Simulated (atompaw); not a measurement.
## u(r) = r·R(r): atom against pseudo-atom (oxygen (O))

Columns: radius, all-electron u(r) and pseudo u(r) of the 2s shell (level -48.38 eV) of oxygen in the configuration [He] 2s2 2p2.5; LDA (PW92), scalar-relativistic, PAW (atompaw) scheme, atompaw 4.2.0.5.

| r (bohr) | all-electron | pseudo |
| --- | --- | --- |
| 0.063 | -0.4025 | 0.1244 |
| 0.127 | -0.4369 | 0.2486 |
| 0.190 | -0.2955 | 0.3666 |
| 0.254 | -0.0803 | 0.4800 |
| 0.317 | 0.1459 | 0.5836 |
| 0.381 | 0.3609 | 0.6791 |
| 0.444 | 0.5442 | 0.7621 |
| 0.508 | 0.6965 | 0.8342 |
| 0.571 | 0.8128 | 0.8925 |
| 0.635 | 0.8992 | 0.9385 |
| 0.698 | 0.9565 | 0.9708 |
| 0.762 | 0.9906 | 0.9907 |
| 0.825 | 1.0043 | 0.9982 |
| 0.888 | 1.0018 | 0.9945 |
| 0.952 | 0.9864 | 0.9805 |
| 1.015 | 0.9613 | 0.9579 |
| 1.079 | 0.9281 | 0.9272 |
| 1.142 | 0.8900 | 0.8911 |
| 1.206 | 0.8476 | 0.8498 |
| 1.269 | 0.8034 | 0.8060 |
| 1.333 | 0.7574 | 0.7596 |
| 1.396 | 0.7117 | 0.7133 |
| 1.460 | 0.6657 | 0.6666 |
| 1.523 | 0.6213 | 0.6217 |
| 1.587 | 0.5776 | 0.5777 |
| 1.650 | 0.5362 | 0.5362 |

(1) How many radial nodes do the two functions have?

(2) Where does each function peak?

(3) Is the pseudo-wave norm-conserving?

Results:

(1) The all-electron 2s function has n − l − 1 = 1; the pseudo-wave has 0, since the states of the same l below it are removed with the core.

(2) Outermost all-electron maximum near 0.82 bohr, pseudo maximum near 0.82 bohr (to the table’s step).

(3) No, it belongs to a PAW set: the norm inside the radius is not constrained, and the difference is carried by the augmentation charge.
